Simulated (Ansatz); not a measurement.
System: sum formula SiOF2 (charge -1, doublet). 
Structure (B3LYP-D3(BJ)/def2-TZVP (Ansatz, a first-principles code) minimum search):
```xyz
4

Si     0.0222    -0.3319    -0.1437
O      1.5724    -0.2777    -0.2188
F     -0.6432    -0.1115     1.3587
F     -0.7890     0.8746    -0.9405
```
Charge -1, spin multiplicity 2.

Parts of the frozen-core correlation energy in 6-31G* (Ansatz, hartree). Frozen orbitals: 8; correlated occupied orbitals by spin: 13 and 12; virtual: 43 and 44. UHF or UKS for open shells. Spin-orbit coupling is left out. Non-relativistic.

```
term                            value
-------------------------  ----------
reference (HF)             -562.79360
MP2 opposite-spin          (withheld)
MP2 same-spin              (withheld)
CCSD correlation           (withheld)
(T)                          -0.01286
T1 diagnostic                   0.018
largest doubles amplitude       0.031
<S^2> of the reference          0.757
```

**Question.** What belongs in the gaps?

**Answer.** 
- MP2 opposite-spin, value: -0.43462
- MP2 same-spin, value: -0.17244
- CCSD correlation, value: -0.61102
